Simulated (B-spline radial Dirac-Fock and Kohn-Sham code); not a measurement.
Z = 24 (chromium), transition energy 2000 keV. These are calculated numbers from a radial atomic solver; the model is a Dirac-Hartree-Slater potential of the neutral atom with a Latter tail (no hole, which puts coefficients of high multipoles low close above an edge), finite nucleus with surface currents. Subshells that would emit electrons below 1 keV are left out, and so is internal pair formation.

Q: A pure transition shows α(K) = 5.24e-05, L1/L2 = 222 and L1/L3 = 344. What is its multipolarity?
A. M3
B. E1
C. M1
D. E2
E. E4
F. M2
G. E3
H. M4

A: F. For comparison, α(K), L1/L2, L1/L3 are E1 1.92e-05, 529, 158; E2 3.30e-05, 292, 186; E3 5.32e-05, 171, 197; E4 8.33e-05, 109, 189; M1 3.08e-05, 349, 259; M3 8.43e-05, 155, 355; M4 0.000132, 114, 283.
